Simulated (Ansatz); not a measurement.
AlPH₃F₃⁻, that is Al(PF3)H3 with one electron more. Charge -1, multiplicity 2. Geometry PBE0-D4/def2-SVP, that of the neutral singlet; atoms count from 1.

```xyz
8

Al   -0.040    1.187    0.910
P     0.019   -0.803   -0.613
F    -1.341   -1.400   -1.138
F     0.696   -2.124   -0.081
F     0.784   -0.651   -1.983
H     1.550    1.211    1.064
H    -0.928    0.457    2.017
H    -0.739    2.123   -0.177
```

The highest occupied level of the charge -1 doublet lies above zero (up to 1.95 eV). By energy differences it is unbound by 0.48 eV (vertical, against the charge 0 singlet, at PBE0-D4/def2-TZVPD) and held by the finite basis.

Question: Estimate the Mulliken populations from the PBE0/def2-TZVPD orbitals of Ansatz.

Answer: 
```json
{"atom": "Al1", "charge (e)": "-0.28", "spin (α − β)": "0.36"}
{"atom": "P2", "charge (e)": "0.44", "spin (α − β)": "0.59"}
{"atom": "F3", "charge (e)": "-0.22", "spin (α − β)": "-0.03"}
{"atom": "F4", "charge (e)": "-0.24", "spin (α − β)": "-0.01"}
{"atom": "F5", "charge (e)": "-0.26", "spin (α − β)": "0.01"}
{"atom": "H6", "charge (e)": "-0.15", "spin (α − β)": "0.03"}
{"atom": "H7", "charge (e)": "-0.14", "spin (α − β)": "0.04"}
{"atom": "H8", "charge (e)": "-0.15", "spin (α − β)": "0.02"}
```
Mulliken values depend strongly on the basis. With diffuse functions, as here, like atoms can get unlike values, and bond orders can come out too low or too high.

Question: Where does the spin sit?

Answer: Summed by element: Al 0.36, P 0.59, F -0.04, H 0.10, of 1 unpaired in all. Largest on single atoms: P2 0.59, Al1 0.36, H7 0.04.

Question: And the Mayer bond orders between heavy atoms (over 0.3)?

Answer: Al1–P2 1.07 (2.51 Å); P2–F3 0.90 (1.58 Å); P2–F4 0.94 (1.58 Å); P2–F5 1.01 (1.58 Å).
